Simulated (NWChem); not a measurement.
# GeNH3Cl2; SMILES [NH2][GeH]([Cl])[Cl]

```xyz
7

Ge     0.3031    -0.3381     0.0000
N      1.7896     0.7269     0.0000
Cl    -0.8012     0.2010     1.7853
Cl    -0.8012     0.2010    -1.7853
H      0.4318    -1.8827     0.0000
H      2.3713     0.6325     0.8400
H      2.3713     0.6325    -0.8400
```
Atoms are numbered in this order, from 1.

Computed with NWChem. Coordinates come from a PBE-D3(BJ)/def2-SVP optimisation. Vzz is the largest principal value of the second derivative of the potential at the nucleus (NWChem prints the opposite sign); η is the asymmetry. Non-relativistic.

Q: What does the run give for CAM-B3LYP/def2-TZVP? Quantities: Vzz Ge1 (a.u.); η Ge1; Vzz N2 (a.u.); η N2; Vzz Cl4 (a.u.); η Cl4.

A: 
| Property | Result |
|---|---|
| Vzz Ge1 (a.u.) | -1.622 |
| η Ge1 | 0.58 |
| Vzz N2 (a.u.) | -0.907 |
| η N2 | 0.09 |
| Vzz Cl4 (a.u.) | 2.573 |
| η Cl4 | 0.10 |
